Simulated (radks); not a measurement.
Spherical quantum dot in the effective-mass picture: electrons in a parabolic well V = omega^2 r^2 / 2 with omega = 0.0839, all in effective atomic units (hartree* = m*/eps^2 hartree, bohr* = eps/m* bohr), one dielectric constant everywhere. Calculated with a radial shooting solver with Libxc functionals: non-relativistic Kohn-Sham, LDA (Slater exchange, Perdew-Wang correlation), spin-polarised, spherical densities. Levels are named by radial order and angular momentum (1s, 1p, 1d, 2s, ...), and open shells are averaged over m. Results are scaled to m* = 0.502 and eps = 11.2, for which hartree* = 108.9 meV and bohr* = 1.181 nm.

N = 23, configuration 1s2 1p6 1d10 2s2 1f(up 3, down 0). This is the lowest configuration that the search found (a dilute case). Occupied and some empty levels:

level    occupation  eigenvalue (meV)  <r> (nm)
1s up             1            239.76     11.53
1s down           1            240.16     11.19
1p up             3            241.22     12.86
1p down           3            241.71     12.72
1d up             5            243.30     13.76
1d down           5            243.85     13.71
2s up             1            245.28     9.849
2s down           1            245.49     10.03
1f up             3            245.92     14.46
1f down           0            246.49     14.46
2p up             0            248.75     11.40
2p down           0            248.99     11.43
1g up             0            249.02     15.06
1g down           0            249.60     15.08
2d up             0            252.47     12.66
2d down           0            252.77     12.64

Energy (meV): total 3332.03, kinetic 108.78, external 1156.4, Hartree 2343.8, exchange-correlation -276.99.
